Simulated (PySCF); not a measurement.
C₅H₇F, SMILES C1C=C(C)[C@H]1F.

Coordinates come from a PBE-D3(BJ)/def2-SVP optimisation. The structure was generated by enumeration; whether it is a known compound was not checked.

Level of theory: PBE/def2-TZVP run with PySCF.

Isolated molecule, no solvent.

Computed frontier levels, gap, dipole moment and polarisability:
The highest occupied level is -6.12 eV and the lowest empty level comes out as -1.01 eV. The orbital gap is 5.11 eV and the dipole moment comes out as 1.71 D. The quadrupole, principal values (traceless, Buckingham form, about the centre of nuclear charge) comes out as -4.60, 1.12, 3.48 D·Å and the mean static polarisability is 60.9 bohr³ (9.03 Å³). The polarisability, principal values comes out as 47.4, 61.1, 74.2 bohr³.
